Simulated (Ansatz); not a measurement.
C₂H₇ClFHfNS, SMILES `C[N](C)[Hf]([F])([SH])[Cl]`, relaxed with RKS PBE0-D4/def2-TZVP in Ansatz from a GFN2-xTB geometry. The force threshold is 0.005 eV/Å; the program also tests the step.

The species carries charge 0 and has multiplicity 1. Hf takes the def2 core potential.

Start:

```xyz
14

C     1.201   -1.218    0.031
N     0.230   -0.430   -0.732
C    -1.127   -0.824   -0.351
Hf    0.489    1.455   -0.153
F     0.115    1.223    1.680
S    -1.525    2.736   -0.705
Cl    2.745    1.863   -0.114
H     1.092   -1.052    1.122
H     1.053   -2.287   -0.163
H     2.215   -0.951   -0.283
H    -1.310   -0.666    0.731
H    -1.285   -1.887   -0.566
H    -1.852   -0.249   -0.938
H    -2.041    2.289    0.441
```

(1) By how much does the energy fall, and how many steps does the optimiser take? (Estimate.)

(2) Which bonds change most? (Estimate.)

(3) Give the relaxed structure. (An estimate is asked.)

Answers

(1) The calculation gave: 20.64 kcal/mol, in 48 steps, 2 of them rejected.

(2) The calculation gave: Hf4–Cl7 from 2.294 to 2.362 Å; C1–N2 from 1.465 to 1.444 Å; Hf4–F5 from 1.884 to 1.900 Å.

(3) The calculation gave: 
```xyz
14

C     0.762   -1.266    0.964
N     0.196   -0.317    0.035
C    -0.790   -0.891   -0.855
Hf    0.606    1.616   -0.216
F     2.074    2.042    0.913
S    -1.423    2.815    0.479
Cl    1.064    2.030   -2.496
H    -0.014   -1.698    1.609
H     1.256   -2.092    0.436
H     1.503   -0.784    1.605
H    -1.642   -1.298   -0.296
H    -0.361   -1.697   -1.464
H    -1.185   -0.137   -1.547
H    -2.047    1.677    0.833
```
